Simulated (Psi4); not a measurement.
C₂H₅, doublet, at a GFN2-xTB geometry. Base run: R2SCAN/aug-cc-pVDZ in Psi4.

Geometry (Å):
```xyz
7

C     -0.0261    -0.6856    -0.0147
C      0.0091     0.7843     0.0165
H      0.9882    -1.1100    -0.0157
H     -0.5309    -1.0869     0.8644
H     -0.5216    -1.0501    -0.9140
H      0.1092     1.3061     0.9478
H      0.0570     1.3490    -0.8934
```
Charge 0, spin multiplicity 2.
Orbitals are unrestricted.
All else is at Psi4's defaults (density fitting; Cartesian or spherical functions as each basis is defined).

Each row names what was changed in the base input (with any setting that the change needs).

```tsv
change	basis functions	E (Eh)	dipole (D)	core-seconds (rough)
base	91	-79.11011	0.32	20
basis = 6-31G	28	-79.08202	0.27	10
basis = def2-SV(P)	38	-79.02916	0.29	9
basis = 6-31G*	40	-79.09783	0.24	8
basis = 6-31+G*	48	-79.10111	0.32	9
basis = cc-pVDZ	53	-79.10496	0.29	10
basis = 6-31G**	55	-79.10663	0.25	10
basis = 6-311++G**	79	-79.12603	0.32	10
basis = 6-311+G(2d,p)	84	-79.12806	0.32	10
basis = pcseg-2	130	-79.13470	0.31	20
basis = def2-TZVPP	132	-79.13555	0.30	20
basis = def2-QZVPP	264	-79.14057	0.31	50
basis = def2-QZVP	264	-79.14057	0.31	60
```

Totals compare only among sets that treat the same electrons; sets with core potentials leave the core out.

Open shells are given as the SCF converged; they aren't shown to be the lowest states, and a large step between rows can be another state.
